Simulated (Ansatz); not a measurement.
Mg9S9 (started as a model of: 2x3x3 MgS rock-salt block). The state is a singlet with charge 0. Geometry PBE-D4/def2-SVP.

```xyz
18

Mg    1.071   -0.675   -3.142
Mg    3.128   -0.862    0.973
Mg    0.062   -1.360   -0.093
Mg   -3.043   -1.002   -1.100
Mg   -0.986   -1.189    3.015
Mg    2.133    1.282   -1.008
Mg   -1.143    1.208   -2.109
Mg    1.042    1.009    2.260
Mg   -2.234    0.935    1.159
S     2.433   -1.366   -1.279
S    -1.111   -1.447   -2.469
S     1.253   -1.661    2.257
S    -2.291   -1.742    1.067
S     1.055    1.693   -3.255
S     3.295    1.490    1.225
S    -0.055    1.215    0.083
S    -3.424    1.338   -1.032
S    -1.184    1.134    3.447
```

Single mean-field runs in def2-TZVP are fitted with def2-universal-jkfit. Another isomer (singlet) lies 0.23 eV lower at PBE0-D4/def2-TZVP; other spin states weren't run for this one.

(1) Estimate the orbital energies around the gap (eV) in Ansatz with HF/STO-3G, PBE-D4/def2-SVP, PBE-D4/def2-TZVP, PBE0-D4/def2-TZVP, ωB97X-V/def2-TZVP.

Results:

(1) 
| orbital | HF/STO-3G | PBE-D4/def2-SVP | PBE-D4/def2-TZVP | PBE0-D4/def2-TZVP | ωB97X-V/def2-TZVP |
| --- | --- | --- | --- | --- | --- |
| HOMO−5 | -3.80 | -6.03 | -5.96 | -7.01 | -9.18 |
| HOMO−4 | -3.79 | -6.03 | -5.96 | -7.01 | -9.18 |
| HOMO−3 | -3.42 | -5.94 | -5.88 | -6.93 | -9.10 |
| HOMO−2 | -3.39 | -5.88 | -5.84 | -6.90 | -9.09 |
| HOMO−1 | -3.37 | -5.60 | -5.54 | -6.58 | -8.75 |
| HOMO | -3.37 | -5.59 | -5.54 | -6.58 | -8.75 |
| LUMO | 7.35 | -2.94 | -2.89 | -2.22 | -0.60 |
| LUMO+1 | 8.86 | -2.24 | -2.21 | -1.53 | 0.05 |
| LUMO+2 | 8.86 | -2.24 | -2.21 | -1.53 | 0.05 |
| LUMO+3 | 9.48 | -2.09 | -2.04 | -1.38 | 0.17 |
| LUMO+4 | 9.52 | -1.82 | -1.84 | -1.13 | 0.54 |
| LUMO+5 | 9.99 | -1.15 | -1.18 | -0.46 | 1.18 |
